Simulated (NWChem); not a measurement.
System: C3H7NSi; SMILES N#CCC[SiH3]

NWChem input:

```
start job
memory heap 200 mb stack 900 mb global 1100 mb
geometry units angstroms noautosym nocenter noautoz
  N      0.972236    -2.421615    -0.043619
  C      0.074585    -1.710406     0.123477
  C     -1.052234    -0.802702     0.320748
  C     -0.919259     0.521970    -0.442468
  Si     0.538820     1.630727     0.052256
  H     -1.965615    -1.339269     0.013332
  H     -1.152515    -0.623057     1.404583
  H     -1.842983     1.104446    -0.289717
  H     -0.856070     0.327169    -1.525986
  H      0.470500     1.917942     1.519196
  H      0.435754     2.916718    -0.701409
  H      1.844700     0.978232    -0.256256
end
basis spherical
  * library cc-pvtz
end
dft
  xc pbe0
  iterations 150
  semidirect filesize 400000000
end
property
  efieldgrad
end
task dft property
```

Parts of the log:

```
             Northwest Computational Chemistry Package (NWChem) 7.3.0
             --------------------------------------------------------

                             Geometry "geometry" -> ""
                             -------------------------

 Output coordinates in angstroms (scale by  1.889725989 to convert to a.u.)

  No.       Tag          Charge          X              Y              Z
 ---- ---------------- ---------- -------------- -------------- --------------
    1 N                    7.0000     0.97223600    -2.42161500    -0.04361900
    2 C                    6.0000     0.07458500    -1.71040600     0.12347700
    3 C                    6.0000    -1.05223400    -0.80270200     0.32074800
    4 C                    6.0000    -0.91925900     0.52197000    -0.44246800
    5 Si                  14.0000     0.53882000     1.63072700     0.05225600
    6 H                    1.0000    -1.96561500    -1.33926900     0.01333200
    7 H                    1.0000    -1.15251500    -0.62305700     1.40458300
    8 H                    1.0000    -1.84298300     1.10444600    -0.28971700
    9 H                    1.0000    -0.85607000     0.32716900    -1.52598600
   10 H                    1.0000     0.47050000     1.91794200     1.51919600
   11 H                    1.0000     0.43575400     2.91671800    -0.70140900
   12 H                    1.0000     1.84470000     0.97823200    -0.25625600

 Effective nuclear repulsion energy (a.u.)     198.3371584116

                              NWChem Property Module
                              ----------------------

  itol2e modified to match energy
  convergence criterion.

                                 NWChem DFT Module
                                 -----------------

 Summary of "ao basis" -> "ao basis" (spherical)
 ------------------------------------------------------------------------------
       Tag                 Description            Shells   Functions and Types
 ---------------- ------------------------------  ------  ---------------------
 N                          cc-pvtz                 10       30   4s3p2d1f
 C                          cc-pvtz                 10       30   4s3p2d1f
 Si                         cc-pvtz                 12       34   5s4p2d1f
 H                          cc-pvtz                  6       14   3s2p1d

  itol2e modified to match energy
  convergence criterion.

            General Information
            -------------------
          SCF calculation type: DFT
          Wavefunction type:  closed shell.
          No. of atoms     :    12
          No. of electrons :    46
           Alpha electrons :    23
            Beta electrons :    23
          Charge           :     0
          Spin multiplicity:     1
          Use of symmetry is: off; symmetry adaption is: off
          Maximum number of iterations: 150
          AO basis - number of functions:   252
                     number of shells:    94
          Convergence on energy requested:  1.00D-07
          Convergence on density requested:  1.00D-05
          Convergence on gradient requested:  5.00D-04

              XC Information
              --------------
                         PBE0 Method XC Functional
                     Hartree-Fock (Exact) Exchange  0.250
          PerdewBurkeErnzerhof Exchange Functional  0.750
            Perdew 1991 LDA Correlation Functional  1.000 local
           PerdewBurkeErnz. Correlation Functional  1.000 non-local

             Grid Information
             ----------------
          Grid used for XC integration:  fine
          Radial quadrature: Mura-Knowles
          Angular quadrature: Lebedev.
          Tag              B.-S. Rad. Rad. Pts. Rad. Cut. Ang. Pts.
          ---              ---------- --------- --------- ---------
          N                   0.65       70          13.0       590
          C                   0.70       70          13.0       590
          Si                  1.10      123          11.0       770
          H                   0.35       60          13.0       590
          Grid pruning is: on
          Number of quadrature shells:   823
          Spatial weights used:  Erf1

      Superposition of Atomic Density Guess
      -------------------------------------

 Sum of atomic energies:        -459.66071803

      Non-variational initial energy
      ------------------------------

 Total energy =    -462.283425
 1-e energy   =   -1022.711231
 2-e energy   =     362.090648
 HOMO         =      -0.354021
 LUMO         =       0.023233

------------------------------------------------------------
EAF file 0: "./job.aoints.0" size=1735393280 bytes
------------------------------------------------------------
               write      read    awrite     aread      wait
               -----      ----    ------     -----      ----
     calls:     3310         0         0         0         0
   data(b): 1.74e+09  0.00e+00  0.00e+00  0.00e+00
   time(s): 0.00e+00  0.00e+00  0.00e+00  0.00e+00  0.00e+00
rate(mb/s): 0.00e+00  0.00e+00
------------------------------------------------------------

   convergence    iter        energy       DeltaE   RMS-Dens  Diis-err
 ---------------- ----- ----------------- --------- --------- ---------
 d= 0,ls=0.0,diis     1   -462.3922907538 -6.61D+02  4.83D-03  8.53D-01
 d= 0,ls=0.0,diis     2   -462.1727074703  2.20D-01  3.33D-03  2.78D+00
 d= 0,ls=0.0,diis     3   -462.4807343483 -3.08D-01  4.29D-04  7.27D-02
 d= 0,ls=0.0,diis     4   -462.4878611662 -7.13D-03  1.09D-04  2.68D-03
 d= 0,ls=0.0,diis     5   -462.4881608681 -3.00D-04  3.29D-05  3.07D-04
  Resetting Diis
 d= 0,ls=0.0,diis     6   -462.4881946119 -3.37D-05  9.21D-06  1.76D-05
 d= 0,ls=0.0,diis     7   -462.4881968345 -2.22D-06  4.73D-06  1.16D-06
 d= 0,ls=0.0,diis     8   -462.4881966147  2.20D-07  3.04D-06  3.23D-06
 d= 0,ls=0.0,diis     9   -462.4881969449 -3.30D-07  7.42D-07  1.80D-07
 d= 0,ls=0.0,diis    10   -462.4881969641 -1.92D-08  1.26D-07  4.60D-09

         Total DFT energy =     -462.488196964124
      One electron energy =    -1026.957340156025
           Coulomb energy =      412.425301550517
    Exchange-Corr. energy =      -46.293316770194
 Nuclear repulsion energy =      198.337158411578

 Numeric. integr. density =       45.999985055832

                       DFT Final Molecular Orbital Analysis
                       ------------------------------------

[...]

          -----------------------
          Electric field gradient
          -----------------------

 1 a.u. = 0.324123 10**(16) esu/cm**3  ( or statvolts/cm**2 ) = 0.97174 10**(22) v/m**2

 ------------------------------------------------------------
   Atom      X         Y         Z
 ------------------------------------------------------------
    1 N    1.83726  -4.57619  -0.08243
 ------------------------------------------------------------

 Electric field gradient in molecular frame (a.u.)
         XX             YY             ZZ             XY             XZ             YZ
 ------------------------------------------------------------------------------------------
        0.374818       0.062012      -0.436830      -0.679502      -0.143583       0.135886

 Principal components (a.u.) and orientation
 of principal axis w.r.t. absolute frame                      Asymmetry parameter eta
 --------------------------------------------------------------------------------------
        0.943789      -0.490015      -0.453774                       0.038400

        0.773512       0.457884       0.438203
       -0.617840       0.698876       0.360341
       -0.141255      -0.549468       0.823488

 ------------------------------------------------------------
   Atom      X         Y         Z
 ------------------------------------------------------------
    2 C    0.14095  -3.23220   0.23334
 ------------------------------------------------------------

 Electric field gradient in molecular frame (a.u.)
         XX             YY             ZZ             XY             XZ             YZ
 ------------------------------------------------------------------------------------------
        0.160375       0.033557      -0.193932      -0.294145      -0.067433       0.050068

 Principal components (a.u.) and orientation
 of principal axis w.r.t. absolute frame                      Asymmetry parameter eta
 --------------------------------------------------------------------------------------
        0.409538      -0.208244      -0.201294                       0.016971

        0.771116       0.471356       0.428023
       -0.621617       0.411918       0.666270
       -0.137740       0.779838      -0.610639

 ------------------------------------------------------------
   Atom      X         Y         Z
 ------------------------------------------------------------
    3 C   -1.98843  -1.51689   0.60613
 ------------------------------------------------------------

 Electric field gradient in molecular frame (a.u.)
         XX             YY             ZZ             XY             XZ             YZ
 ------------------------------------------------------------------------------------------
       -0.049403      -0.046546       0.095949       0.116957       0.040097       0.013019

 Principal components (a.u.) and orientation
 of principal axis w.r.t. absolute frame                      Asymmetry parameter eta
 --------------------------------------------------------------------------------------
       -0.166405       0.123140       0.043264                       0.480009

        0.717761       0.438376       0.540968
       -0.692201       0.365164       0.622505
       -0.075349       0.821268      -0.565545

 ------------------------------------------------------------
   Atom      X         Y         Z
 ------------------------------------------------------------
    4 C   -1.73715   0.98638  -0.83614
 ------------------------------------------------------------

 Electric field gradient in molecular frame (a.u.)
         XX             YY             ZZ             XY             XZ             YZ
 ------------------------------------------------------------------------------------------
        0.084176      -0.083889      -0.000287       0.031482       0.030073       0.092108

 Principal components (a.u.) and orientation
 of principal axis w.r.t. absolute frame                      Asymmetry parameter eta
 --------------------------------------------------------------------------------------
       -0.143710       0.116030       0.027680                       0.614784

       -0.046401       0.802267      -0.595159
        0.844915       0.349356       0.405054
       -0.532884       0.484064       0.694058

 ------------------------------------------------------------
   Atom      X         Y         Z
 ------------------------------------------------------------
    5 Si   1.01822   3.08163   0.09875
 ------------------------------------------------------------

 Electric field gradient in molecular frame (a.u.)
         XX             YY             ZZ             XY             XZ             YZ
 ------------------------------------------------------------------------------------------
        0.032916      -0.008999      -0.023917      -0.032801      -0.018897      -0.015211

 Principal components (a.u.) and orientation
 of principal axis w.r.t. absolute frame                      Asymmetry parameter eta
 --------------------------------------------------------------------------------------
        0.052115      -0.048320      -0.003795                       0.854366

        0.886726       0.403526      -0.225574
       -0.443128       0.602868      -0.663466
       -0.131735       0.688271       0.713392

 ------------------------------------------------------------
   Atom      X         Y         Z
 ------------------------------------------------------------
    6 H   -3.71447  -2.53085   0.02519
 ------------------------------------------------------------

 Electric field gradient in molecular frame (a.u.)
         XX             YY             ZZ             XY             XZ             YZ
 ------------------------------------------------------------------------------------------
       -0.144982       0.039085       0.105897      -0.157376      -0.095071      -0.054091

 Principal components (a.u.) and orientation
 of principal axis w.r.t. absolute frame                      Asymmetry parameter eta
 --------------------------------------------------------------------------------------
       -0.267317       0.137970       0.129347                       0.032259

        0.832538      -0.265163      -0.486384
        0.477263      -0.102435       0.872770
        0.281249       0.958747      -0.041272

 ------------------------------------------------------------
   Atom      X         Y         Z
 ------------------------------------------------------------
    7 H   -2.17794  -1.17741   2.65428
 ------------------------------------------------------------

 Electric field gradient in molecular frame (a.u.)
         XX             YY             ZZ             XY             XZ             YZ
 ------------------------------------------------------------------------------------------
        0.131228       0.120205      -0.251434       0.009836       0.036975      -0.066155

 Principal components (a.u.) and orientation
 of principal axis w.r.t. absolute frame                      Asymmetry parameter eta
 --------------------------------------------------------------------------------------
       -0.266510       0.137010       0.129501                       0.028175

       -0.095387       0.842562      -0.530085
        0.170207       0.538476       0.825271
        0.980781      -0.011505      -0.194774

 ------------------------------------------------------------
   Atom      X         Y         Z
 ------------------------------------------------------------
    8 H   -3.48273   2.08710  -0.54749
 ------------------------------------------------------------

 Electric field gradient in molecular frame (a.u.)
         XX             YY             ZZ             XY             XZ             YZ
 ------------------------------------------------------------------------------------------
       -0.149273       0.020566       0.128707       0.182682       0.053149      -0.025518

 Principal components (a.u.) and orientation
 of principal axis w.r.t. absolute frame                      Asymmetry parameter eta
 --------------------------------------------------------------------------------------
       -0.274312       0.144153       0.130158                       0.051017

        0.835637       0.463447       0.294835
       -0.530133       0.539982       0.653741
       -0.143769       0.702592      -0.696918

 ------------------------------------------------------------
   Atom      X         Y         Z
 ------------------------------------------------------------
    9 H   -1.61774   0.61826  -2.88370
 ------------------------------------------------------------

 Electric field gradient in molecular frame (a.u.)
         XX             YY             ZZ             XY             XZ             YZ
 ------------------------------------------------------------------------------------------
        0.141645       0.117149      -0.258794       0.006064       0.024829      -0.069479

 Principal components (a.u.) and orientation
 of principal axis w.r.t. absolute frame                      Asymmetry parameter eta
 --------------------------------------------------------------------------------------
       -0.272793       0.143398       0.129395                       0.051334

       -0.061434       0.991540      -0.114339
        0.176009       0.123523       0.976608
        0.982470       0.039872      -0.182109

[...]
```

Level: PBE0/cc-pVTZ. The geometry was optimised at PBE0/def2-SVP. No frequency run checked for a minimum. NWChem prints the field gradient with the sign opposite to the second derivative of the potential.
